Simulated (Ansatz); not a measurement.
Relaxation of Cl2GaH5Si (9 atoms, charge 0, multiplicity 1), to a largest force component of 0.03 eV/Å in at most 50 steps.

Method: Ansatz, RKS PBE-D4/def2-SVP.

```xyz
9
Properties=species:S:1:pos:R:3
Ga -1.927 0.499 -0.122
H -1.776 -0.848 0.596
Cl -2.222 0.678 -2.254
Cl -1.776 2.383 0.928
H 0.091 -0.471 0.228
Si 1.546 -0.531 0.164
H 2.052 -0.446 1.575
H 1.894 -1.852 -0.458
H 2.116 0.588 -0.657
```

Problem. Where does it end, and by what steps?

Solution. The run converged. After 11 steps the energy has fallen by 0.305 eV; H2 moved furthest, 0.89 Å.

| step | energy less start (eV) | largest force component (eV/Å) | accepted |
| --- | --- | --- | --- |
| 0 | 0.0000 | 1.132 | yes |
| 1 | -0.1249 | 0.353 | yes |
| 2 | -0.1838 | 0.190 | yes |
| 3 | -0.2307 | 0.210 | yes |
| 4 | -0.2489 | 0.094 | yes |
| 5 | -0.2596 | 0.216 | yes |
| 6 | -0.2732 | 0.349 | yes |
| 7 | -0.2884 | 0.271 | yes |
| 8 | -0.3010 | 0.149 | yes |
| 9 | -0.3028 | 0.090 | yes |
| 10 | -0.3044 | 0.068 | yes |
| 11 | -0.3049 | 0.017 | yes |

```xyz
9
Properties=species:S:1:pos:R:3
Ga -1.752 0.354 -0.043
H -2.652 -0.710 0.660
Cl -1.580 0.490 -2.199
Cl -0.984 2.088 1.021
H -0.036 -0.814 0.254
Si 1.434 -0.419 0.107
H 1.950 -0.180 1.493
H 2.096 -1.605 -0.535
H 1.525 0.796 -0.758
```

Run time: 14 s on 2 threads of Intel(R) Xeon(R) 6975P-C (Granite Rapids), on a shared host, peak memory 0.18 GiB.
